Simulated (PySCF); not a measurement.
Dipole response of Ne³⁺ (neon, charge +3)

[He] 2s2 2p3, high-spin 4S determinant. Calculation: PySCF 2.14, in aug-cc-pwCVQZ (9s8p6d4f2g, 109 functions); no relativity, point nucleus. Coupled (time-dependent) response in atomic units; α is the mean over directions.

```
   method  mean α (bohr³)  C₆ (like pair)   S(−4)
      UHF          0.7145          0.6126  0.6268
      PBE          0.6915          0.6129  0.5096
     PBE0          0.6921          0.6086  0.5241
CAM-B3LYP          0.6790          0.6008  0.4784
    TPSSh          0.7008          0.6227  0.5241
```

S(−4) is the Cauchy moment in α(ω) = α(0) + S(−4) ω² + …

α(iu) at CAM-B3LYP:

```json
{"u (hartree)": "0", "α(iu) (bohr³)": "0.6790"}
{"u (hartree)": "0.0500", "α(iu) (bohr³)": "0.6778"}
{"u (hartree)": "0.100", "α(iu) (bohr³)": "0.6743"}
{"u (hartree)": "0.200", "α(iu) (bohr³)": "0.6608"}
{"u (hartree)": "0.300", "α(iu) (bohr³)": "0.6403"}
{"u (hartree)": "0.500", "α(iu) (bohr³)": "0.5875"}
{"u (hartree)": "0.750", "α(iu) (bohr³)": "0.5181"}
{"u (hartree)": "1.00", "α(iu) (bohr³)": "0.4573"}
{"u (hartree)": "1.50", "α(iu) (bohr³)": "0.3650"}
{"u (hartree)": "2.00", "α(iu) (bohr³)": "0.2990"}
{"u (hartree)": "3.00", "α(iu) (bohr³)": "0.2095"}
{"u (hartree)": "5.00", "α(iu) (bohr³)": "0.1155"}
```

A single London oscillator, α(iu) = α/(1 + u²/ω²), gives C₆ = (3/4) ω α². Matching the computed C₆ needs ω = 4 × 0.6008 / (3 × 0.6790²) = 1.74 hartree.

For an ion, C₆ is the dispersion term alone; charge-induced terms of lower order in 1/R come first.
